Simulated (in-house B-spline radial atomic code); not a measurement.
Configurations of N⁺, with energies counted from [He] 2s2 2p2. Method: non-relativistic SCAN, spin-polarised, spherical fractional occupations, point nucleus. Calculated with an all-electron radial atomic-structure program (B-spline basis). Shells without spins written out take the highest spin.

Occupations are held fixed; configurations that lie above the ionisation limit could autoionise.

```
                             configuration  E - E(ref) (eV)  highest orbital  its <r> (bohr)
                 [He] 2s2 2p(1 up, 1 down)           2.4878            2p up           1.278
                          [He] 2s2 2p1 3p1           21.616            3p up           4.258
[He] 2s2 2p(0 up, 1 down) 3p(1 up, 0 down)           21.831            3p up           4.363
[He] 2s2 2p(1 up, 0 down) 3d(0 up, 1 down)             24.3          3d down           5.012
                          [He] 2s1 2p2 3d1           29.655            3d up           4.811
```

(1) Order these further configurations by energy, lowest first.
A. [He] 2s2 2p1 3d1
B. [He] 2s1 2p3
C. [He] 2s(1 up, 0 down) 2p(2 up, 0 down) 3s(0 up, 1 down)
D. [He] 2s1 2p2 3s1
E. [He] 2s(0 up, 1 down) 2p(0 up, 2 down) 3p(1 up, 0 down)

Results:

(1) B (4.3592 eV), A (24.184 eV), D (24.704 eV), C (25.277 eV), E (27.702 eV).
